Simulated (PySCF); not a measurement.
Molfile (atoms numbered from 1):
```
C9H10O2
     RDKit          3D

 21 21  0  0  0  0  0  0  0  0999 V2000
    4.0589    0.1908    0.8443 C   0  0  0  0  0  0  0  0  0  0  0  0
    2.6483    0.2957    0.8408 O   0  0  0  0  0  0  0  0  0  0  0  0
    2.0203   -0.3383   -0.1583 C   0  0  0  0  0  0  0  0  0  0  0  0
    2.6055   -0.9641   -1.0074 O   0  0  0  0  0  0  0  0  0  0  0  0
    0.5458   -0.1813   -0.0928 C   0  0  0  0  0  0  0  0  0  0  0  0
   -0.2284   -0.8278   -1.0613 C   0  0  0  0  0  0  0  0  0  0  0  0
   -1.6122   -0.7106   -1.0421 C   0  0  0  0  0  0  0  0  0  0  0  0
   -2.2583    0.0557   -0.0624 C   0  0  0  0  0  0  0  0  0  0  0  0
   -3.7502    0.2102   -0.0668 C   0  0  0  0  0  0  0  0  0  0  0  0
   -1.4717    0.6958    0.9043 C   0  0  0  0  0  0  0  0  0  0  0  0
   -0.0861    0.5819    0.8943 C   0  0  0  0  0  0  0  0  0  0  0  0
    4.4875    0.6273   -0.0704 H   0  0  0  0  0  0  0  0  0  0  0  0
    4.3745   -0.8615    0.9020 H   0  0  0  0  0  0  0  0  0  0  0  0
    4.4078    0.7411    1.7260 H   0  0  0  0  0  0  0  0  0  0  0  0
    0.2818   -1.4227   -1.8218 H   0  0  0  0  0  0  0  0  0  0  0  0
   -2.2086   -1.2246   -1.8008 H   0  0  0  0  0  0  0  0  0  0  0  0
   -4.2465   -0.6724   -0.4951 H   0  0  0  0  0  0  0  0  0  0  0  0
   -4.1432    0.3705    0.9475 H   0  0  0  0  0  0  0  0  0  0  0  0
   -4.0491    1.0807   -0.6749 H   0  0  0  0  0  0  0  0  0  0  0  0
   -1.9575    1.2932    1.6807 H   0  0  0  0  0  0  0  0  0  0  0  0
    0.5185    1.0820    1.6522 H   0  0  0  0  0  0  0  0  0  0  0  0
  1  2  1  0
  2  3  1  0
  3  4  2  0
  3  5  1  0
  5  6  1  0
  6  7  2  0
  7  8  1  0
  8  9  1  0
  8 10  2  0
 10 11  1  0
 11  5  2  0
  1 12  1  0
  1 13  1  0
  1 14  1  0
  6 15  1  0
  7 16  1  0
  9 17  1  0
  9 18  1  0
  9 19  1  0
 10 20  1  0
 11 21  1  0
M  END
```

[PySCF 2.14: PBE0-D3(BJ)/def2-SVP structure; shieldings: GIAO KT2/pcSseg-2; a single conformation; isolated molecule; non-relativistic Hamiltonian; one averaged value for each set of equivalent atoms]

Referencing at the same level of theory: ¹³C, ¹H vs TMS; ¹⁷O against H2O.

```csv
atoms,nucleus,count,δ (ppm)
C5,¹³C,1,?
C6/C11,¹³C,2,128.8
H16/H20,¹H,2,7.18
H17/H18/H19,¹H,3,2.42
C9,¹³C,1,24.0
H12/H13/H14,¹H,3,?
C3,¹³C,1,164.1
C8,¹³C,1,?
C1,¹³C,1,?
O2,¹⁷O,1,174.3
C7/C10,¹³C,2,127.6
H15/H21,¹H,2,8.07
O4,¹⁷O,1,371.2
```

**Question.** Estimate the values marked ?.

**Answer.** 
- C8: 143.3 ppm, substituted aromatic carbon
- C5: 126.7 ppm, substituted aromatic carbon
- C1: 52.6 ppm, methyl carbon bonded to O; pulled downfield by the heteroatom
- H12/H13/H14: 3.76 ppm, hydrogen on a methyl carbon bonded to O; its carbon carries O, hence the downfield position

Shifts are as computed. Against solution values, carbons near 30 ppm lie about +3 ppm off and those near 130 ppm about -1 ppm. Of 1211 compounds with measured shifts, 218 miss one by over three times the rms of a fit or turn the order of signals round; such compounds aren't used in these exercises. Unscaled 17O shifts of doubly bonded oxygen tend to come out too high, by tens of ppm or more. Experimental scales use liquid or dissolved standards, which lie at an offset from isolated H2O (liquid H2O: subtract about 36 ppm).
